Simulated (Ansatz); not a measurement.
`SB(Cl)Br` + H₂ → `ClBBr` + H₂S at 700 K and 1 bar (hydrogenolysis of a B–S bond).

Gas-phase electronic energies from Ansatz, PBE0-D4/def2-TZVP geometries. CBS: MP2 limit from def2 TZ/QZ plus the TZ coupled-cluster correction, frozen cores. This one scheme is used for every species. For Br outer-core shells are correlated without core-valence functions, which leaves a few kJ/mol of doubt a bond. Scalar relativity is left out up to krypton. One conformer a species, not always the lowest.

```tsv
species	CCSD(T)/CBS energy (Eh)	H − E (kJ/mol)	S (J/(mol·K))
`SB(Cl)Br`	-3456.37310	92.2	393.7
H₂	-1.17544	46.8	155.3
`ClBBr`	-3058.55678	74.5	336.7
H₂S	-398.97279	64.8	236.9
```

H − E and S are ideal-gas, rigid-rotor, harmonic terms from PBE0-D4/def2-TZVP, for one conformer and one mirror image of each species. The MP2-based limit puts H₂ 0.8 mEh under its directly extrapolated value; such offsets cancel only in part. 1 Eh = 2625.50 kJ/mol, R = 8.31446 J/(mol·K).

Task: By hand: ΔE, ΔH, ΔS and ΔG.

Result: ΔE = (-3058.55678) + (-398.97279) − (-3456.37310) − (-1.17544) = 0.01897 Eh = 49.8 kJ/mol. Δ(H − E) = 74.5 + 64.8 − 92.2 − 46.8 = 0.3, so ΔH = 50.1 kJ/mol. ΔS = 336.7 + 236.9 − 393.7 − 155.3 = 24.6 J/(mol·K). ΔG = 50.1 − 700 × (24.6)/1000 = 32.9 kJ/mol.

Task: By hand: the equilibrium constant, and the temperature at which ΔG would vanish if ΔH and ΔS stayed fixed.

Result: log₁₀ K = −ΔG/(RT ln 10) = -2.5. ΔG = 0 at ΔH/ΔS = 2037 K.

TΔS isn't small against ΔH here. A doubt of 5 kJ/mol in ΔE shifts log₁₀ K by 0.4 here. Other conformers and mirror images would add mixing entropy, several J/(mol·K) or more a flexible species. These are equilibria of isolated gas molecules and say nothing of rates. Largest T1 diagnostic: 0.011 (customary marks: 0.02 for closed shells, 0.045 for open ones).
